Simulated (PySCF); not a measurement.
**Shifts of the heteroatoms**

Atoms are numbered as in `[CH3:1][O:2][CH2:3][SiH2:4]/[C:5]([F:6])=[CH:7]\[CH:8]=[O:9]`. Each H is labelled by its parent atom.

[PySCF 2.14: coordinates at the GFN2-xTB level; shieldings: GIAO PBE0/pcSseg-1; averaged over atoms made equivalent by symmetry, fast rotation or ring inversion; one conformer; non-relativistic; in vacuum]

(1) What are the $^{19}$F shifts?

(2) What are the $^{29}$Si shifts?

(3) Where does $^{17}$O resonate?

## Answers

(1) 
```json
{"atoms": "F6", "environment": "vinylic fluorine", "σ (ppm)": "235.2", "δ (ppm)": "-66.2"}
```

Shieldings were converted by a linear fit to measured shifts: $^{19}$F (scatter 6.0 ppm rms, 7.0 ppm with the 5 outliers that the fit left out vs CFCl3, solution or neat liquid, with a term for F on sp3 carbon). A few per cent of atoms miss by over 2 rms, more outside the fitted compound classes.

On a 500 MHz spectrometer $^{19}$F resonates near 470.5 MHz, so 1 ppm is 470.5 Hz.

(2) 
| atoms | environment | σ (ppm) | δ (ppm) |
| --- | --- | --- | --- |
| Si4 | silicon bonded to 2 C, 2 H | 401.7 | -50.2 |

Shieldings were converted by a linear fit to measured shifts: $^{29}$Si: δ = 279.94 − 0.822σ (rms 8.9 ppm, 72 shifts, 25.8 ppm with the 6 outliers that the fit left out vs TMS, solution or neat liquid). Occasional misses reach two or three times the rms, and more in compound classes unlike the fitted ones.

On a 300 MHz spectrometer $^{29}$Si resonates near 59.6 MHz, so 1 ppm is 59.6 Hz.

(3) 
```
atoms      environment  σ (ppm)  δ (ppm)
   O9  aldehyde oxygen   -366.0    600.1
   O2     ether oxygen    329.6    -33.6
```

Shieldings were converted by a linear fit to measured shifts: $^{17}$O: δ = 266.70 − 0.911σ (rms 10.7 ppm, 155 shifts, 12.2 ppm with the 3 outliers that the fit left out vs liquid water, solution or neat liquid). A few per cent of atoms miss by over 2 rms, more outside the fitted compound classes.

On a 600 MHz spectrometer $^{17}$O resonates near 81.3 MHz, so 1 ppm is 81.3 Hz.
